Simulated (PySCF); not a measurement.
Input of a run (PBE0-D3(BJ)/def2-SVP geometry optimisation, gas phase (PySCF 2.14.0)), started from GFN2-xTB:
```
{"job": {"xc": "PBE0", "basis": "def2-SVP", "d3": "d3bj", "grid": 1, "shake": 0.01, "kind": "geom"}, "charge": 0, "multiplicity": 1}
Br     1.999810    -0.135180    -0.254420
P     -0.003290    -0.002040     0.751630
Br    -0.910140     1.765410    -0.269900
Br    -1.048390    -1.653560    -0.260320
```

Output (energies in Eh, forces in Eh/bohr):
```
step   0  E = -8061.82801167  max force = 0.007130
step   1  E = -8061.82536643  max force = 0.022370
step   2  E = -8061.82823285  max force = 0.004128
step   3  E = -8061.82836798  max force = 0.001374
step   4  E = -8061.82838246  max force = 0.000523
step   5  E = -8061.82838283  max force = 0.000433
optimisation converged
```

Question: Summarise the run.

Answer: The energy falls by 0.23 kcal/mol over 6 energy and gradient evaluations, the largest force component goes from 0.0071 to 4.3e-04 Eh/bohr, and the atoms move by 0.025 Å rms after alignment. The bond that changes most is P2–Br4 (ends: three-coordinate phosphorus; bromine bonded to P), which lengthens by 0.034 Å. Bonds longer at the end by more than 0.005 Å: 1 of 3; shorter: 1. The energy rose by more than 1e-6 Eh at step 1.

Question: What are the final bond lengths?

Answer: Br1–P2 2.233 Å, P2–Br3 2.237 Å, P2–Br4 2.235 Å. Numbering counts from 1 in the input's order; the species is phosphorus tribromide (`BrP(Br)Br`).

The run used 114 basis functions and 40 SCF cycles in all. The run took 67 s wall on one thread, Arm Neoverse N1 (aarch64), shared host with 64 logical CPUs at a one-minute load of 16, and the process peaked at 0.50 GiB of memory.

No PBE0-D3(BJ)/def2-SVP frequencies stand behind this structure, so it isn't proved a minimum.
